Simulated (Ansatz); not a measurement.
Calculated with Ansatz (gas phase, PBE0-D4/def2-TZVP geometries, no zero-point term in ΔE). CBS: MP2 limit from def2 TZ/QZ plus the TZ coupled-cluster correction, frozen cores. This one scheme is used for every species. Functionals use def2-TZVPP. B3LYP here is the variant with VWN-RPA as its local correlation; programs differ in this. For Sc outer-core shells are correlated without core-valence functions, which leaves a few kJ/mol of doubt a bond. Scalar relativity is left out up to krypton. One conformer a species, not always the lowest.

Reaction (ligand exchange at the Sc–N bond): `[NH2][Sc]([NH2])[OH]` + H–F → `[NH2][Sc]([OH])[F]` + NH₃

Q: Is it downhill or uphill in electronic energy at CCSD(T)/CBS, and by how much? (Estimate.)

A: The calculation gave: Downhill: ΔE = -125.8 kJ/mol.

Q: What do these levels give: BHLYP-D4, B3LYP, CCSD/def2-TZVPP, CCSD(T)/def2-TZVPP, HF/CBS(def2), CCSD/CBS(def2)? (An estimate is asked.)

A: Computed: BHLYP-D4 -137.2, B3LYP -141.6, CCSD/def2-TZVPP -130.7, CCSD(T)/def2-TZVPP -129.5, HF/CBS(def2) -142.2, CCSD/CBS(def2) -126.9 kJ/mol.

Largest T1 diagnostic among the species: 0.016.

Leaving LDA and LC-ωPBE aside and taking each functional with its dispersion term where it has one, the values, not all of them listed here, spread over 10.5 kJ/mol, from B97M-V to PBE-QIDH. LDA lies +5.9 kJ/mol from PBE without D4. At CCSD(T), def2-SVP lies −24.9 kJ/mol from the extrapolated value and def2-TZVPP −3.7 kJ/mol. In def2-TZVPP, CCSD(T) changes the Hartree–Fock value by +11.9 kJ/mol (the triples alone add +1.1 kJ/mol) and MP2 by +13.3 kJ/mol.
